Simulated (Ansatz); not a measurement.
(FInO)3 ring (In3O3F3). Total charge 0; singlet. Geometry r2SCAN-D4/def2-SVP.

```xyz
9

In    1.322   -0.097   -1.500
F     2.613   -0.197   -2.951
O    -0.144   -1.448   -1.366
In   -1.460   -1.363    0.137
F    -2.870   -2.695    0.276
O    -1.316    0.095    1.497
In    0.136    1.462    1.362
F     0.262    2.887    2.680
O     1.457    1.357   -0.134
```

In the def2 sets In takes a core potential; there is no spin–orbit coupling.

(1) Estimate the orbital energies around the gap (eV) in Ansatz with PBE-D4/def2-TZVP, r2SCAN-D4/def2-TZVP, PBE0-D4/def2-SVP, PBE0-D4/def2-TZVP, ωB97M-V/def2-TZVP.

## Answers

(1) 
```json
{"orbital": "HOMO−5", "PBE-D4/def2-TZVP": "-8.58", "r2SCAN-D4/def2-TZVP": "-8.97", "PBE0-D4/def2-SVP": "-10.13", "PBE0-D4/def2-TZVP": "-10.31", "ωB97M-V/def2-TZVP": "-12.67"}
{"orbital": "HOMO−4", "PBE-D4/def2-TZVP": "-8.25", "r2SCAN-D4/def2-TZVP": "-8.61", "PBE0-D4/def2-SVP": "-9.74", "PBE0-D4/def2-TZVP": "-9.89", "ωB97M-V/def2-TZVP": "-12.39"}
{"orbital": "HOMO−3", "PBE-D4/def2-TZVP": "-7.76", "r2SCAN-D4/def2-TZVP": "-8.11", "PBE0-D4/def2-SVP": "-9.18", "PBE0-D4/def2-TZVP": "-9.35", "ωB97M-V/def2-TZVP": "-11.77"}
{"orbital": "HOMO−2", "PBE-D4/def2-TZVP": "-7.76", "r2SCAN-D4/def2-TZVP": "-8.11", "PBE0-D4/def2-SVP": "-9.18", "PBE0-D4/def2-TZVP": "-9.35", "ωB97M-V/def2-TZVP": "-11.77"}
{"orbital": "HOMO−1", "PBE-D4/def2-TZVP": "-7.62", "r2SCAN-D4/def2-TZVP": "-7.92", "PBE0-D4/def2-SVP": "-8.95", "PBE0-D4/def2-TZVP": "-9.07", "ωB97M-V/def2-TZVP": "-11.36"}
{"orbital": "HOMO", "PBE-D4/def2-TZVP": "-7.62", "r2SCAN-D4/def2-TZVP": "-7.92", "PBE0-D4/def2-SVP": "-8.95", "PBE0-D4/def2-TZVP": "-9.07", "ωB97M-V/def2-TZVP": "-11.36"}
{"orbital": "LUMO", "PBE-D4/def2-TZVP": "-4.68", "r2SCAN-D4/def2-TZVP": "-4.53", "PBE0-D4/def2-SVP": "-3.75", "PBE0-D4/def2-TZVP": "-3.87", "ωB97M-V/def2-TZVP": "-2.00"}
{"orbital": "LUMO+1", "PBE-D4/def2-TZVP": "-3.18", "r2SCAN-D4/def2-TZVP": "-2.93", "PBE0-D4/def2-SVP": "-2.04", "PBE0-D4/def2-TZVP": "-2.21", "ωB97M-V/def2-TZVP": "-0.35"}
{"orbital": "LUMO+2", "PBE-D4/def2-TZVP": "-3.18", "r2SCAN-D4/def2-TZVP": "-2.93", "PBE0-D4/def2-SVP": "-2.04", "PBE0-D4/def2-TZVP": "-2.21", "ωB97M-V/def2-TZVP": "-0.35"}
{"orbital": "LUMO+3", "PBE-D4/def2-TZVP": "-2.22", "r2SCAN-D4/def2-TZVP": "-1.98", "PBE0-D4/def2-SVP": "-1.38", "PBE0-D4/def2-TZVP": "-1.55", "ωB97M-V/def2-TZVP": "-0.25"}
{"orbital": "LUMO+4", "PBE-D4/def2-TZVP": "-1.88", "r2SCAN-D4/def2-TZVP": "-1.58", "PBE0-D4/def2-SVP": "-1.06", "PBE0-D4/def2-TZVP": "-1.12", "ωB97M-V/def2-TZVP": "0.35"}
{"orbital": "LUMO+5", "PBE-D4/def2-TZVP": "-1.87", "r2SCAN-D4/def2-TZVP": "-1.58", "PBE0-D4/def2-SVP": "-1.06", "PBE0-D4/def2-TZVP": "-1.12", "ωB97M-V/def2-TZVP": "0.35"}
```
